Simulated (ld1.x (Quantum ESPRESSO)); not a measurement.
Transferability test, PAW potential for oxygen

O, PAW, made with ld1.x (Quantum ESPRESSO) 7.5 (PBEsol, scalar-relativistic). Core [He], reference 2s2 2p3 (charge +1). Waves: 2s (bound): rcut 0.80, rcutus 1.05 bohr; 2s channel at -2.25 Ry: rcut 0.80, rcutus 1.05 bohr; 2p (bound): rcut 1.50, rcutus 2.05 bohr; 2p channel at -1.25 Ry: rcut 1.50, rcutus 2.05 bohr; 3d channel at 0.45 Ry: rcut 1.90, rcutus 2.05 bohr; 3d channel at 1 Ry: rcut 1.90, rcutus 2.05 bohr. Local part: all-electron potential smoothed inside 1.30 bohr (lloc = -1). Core correction: Bessel-smoothed model core inside 1.05 bohr. Augmentation charge: PSQ, inside the norm-conserving radii.

Energies are relative to the spin-unpolarised reference configuration 2s2 2p3; without spin polarisation the order of configurations can differ from experiment.

```tsv
valence configuration	charge	ΔE all-electron (eV)	error AE − PS (meV)
2s2 2p4	0	-16.360	-5.7
2s2 2p2	+2	33.478	-28
2s2 2p1	+3	87.185	-99
2s2 2p0	+4	163.829	-17
2s0 2p6	0	13.388	-12
2s1 2p4	+1	15.138	-0.8
```

**Question.** What are ΔE and the potential's error for 2s2 2p3.5?

**Answer.** ΔE = -10.106 eV all-electron; the error (AE − PS) is -2.6 meV.

ld1.x printed “convergence not achieved” for 1 of the counted tests; its residual had stalled under 1e-8, short of the target of 1e-14.
